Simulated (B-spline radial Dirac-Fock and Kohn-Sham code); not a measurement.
## Core-level shifts of thallium with charge state

Model: ΔSCF Dirac-Fock with Breit, self-energy and vacuum polarisation, finite nucleus, configuration average. Program: a radial atomic solver. Each ion is free and in its tabulated ground configuration. Correlation energy is missing from these numbers.

Reference: Tl⁵⁰⁺, [Ar] 3d10 4s2 4p1, with K 88293.2 eV, L1 18071.2 eV, L2 17426.4 eV, L3 15375.8 eV, M3 5523.3 eV, Kα1 (K-L3) 72917.4 eV, Kβ1 (K-M3) 82769.9 eV. Shifts from it, in eV (a dash: the subshell is empty, belongs to an open shell averaged over j, or its hole state is left out as unreliable):

| ion | configuration | K | L1 | L2 | L3 | M3 | Kα1 | Kβ1 |
| --- | --- | --- | --- | --- | --- | --- | --- | --- |
| Tl⁵¹⁺ | [Ar] 3d10 4s2 | +103.3 | +93.5 | +94.8 | +93.5 | +81.3 | +9.78 | +22.00 |
| Tl⁵²⁺ | [Ar] 3d10 4s1 | +205.2 | +185.3 | +190.9 | +188.5 | +164.8 | +16.70 | +40.46 |
| Tl⁵³⁺ | [Ar] 3d10 | +311.9 | +280.7 | +288.0 | +284.3 | +248.8 | +27.53 | +63.06 |
| Tl⁵⁴⁺ | [Ar] 3d9 | +497.0 | +459.4 | +469.0 | +463.3 | +380.5 | +33.73 | +116.50 |
| Tl⁵⁵⁺ | [Ar] 3d8 | +684.6 | +640.1 | +652.3 | +644.4 | +513.5 | +40.24 | +171.13 |
| Tl⁵⁶⁺ | [Ar] 3d7 | +874.6 | +823.0 | +837.7 | +827.6 | +647.7 | +47.06 | +226.92 |
| Tl⁵⁷⁺ | [Ar] 3d6 | +1067.1 | +1007.9 | +1025.4 | +1012.9 | +783.2 | +54.21 | +283.90 |
| Tl⁵⁸⁺ | [Ar] 3d5 | +1262.0 | +1194.9 | +1215.3 | +1200.3 | +920.0 | +61.68 | +342.06 |

Over this range K (1s) moves by +1262.0 eV and Kα1 by +61.7 eV: a line is a difference of two levels that shift in the same direction.

Values without a named source are computed, but for edge energies of neutral atoms, which are taken from tables.
